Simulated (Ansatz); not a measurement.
Program: Ansatz. Geometries: PBE0-D4/def2-TZVP. ΔE: electronic, gas phase. CCSD(T)/CBS is the MP2 limit (def2-TZVPP, def2-QZVPP) plus CCSD(T) − MP2 in def2-TZVPP, frozen cores. For Ga outer-core shells are correlated without core-valence functions, which leaves a few kJ/mol of doubt a bond. Scalar relativity is left out up to krypton. Each species was taken in one conformer, which may not be the lowest.

Consider the formal exchange of groups at a C–N bond: `N=CNBCl` + `[NH2][GaH2]` → `N=[CH][GaH][NH2]` + `NBCl`.

```tsv
species	CCSD/CBS(def2) energy (Eh)
`N=CNBCl`	-634.45528
`[NH2][GaH2]`	-1981.03718
`N=[CH][GaH][NH2]`	-2074.35471
`NBCl`	-541.14578
```

Question: Work out ΔE.

Answer: ΔE = (-2074.35471) + (-541.14578) − (-634.45528) − (-1981.03718) = -0.00803 Eh = -21.1 kJ/mol. CCSD(T)/CBS gives -20.6 kJ/mol.

Largest T1 diagnostic among the species: 0.014.

In def2-TZVPP, CCSD(T) changes the Hartree–Fock value by −8.0 kJ/mol (the triples alone add +0.5 kJ/mol) and MP2 by −6.1 kJ/mol. At CCSD(T), def2-SVP lies +17.4 kJ/mol from the extrapolated value and def2-TZVPP +2.3 kJ/mol.
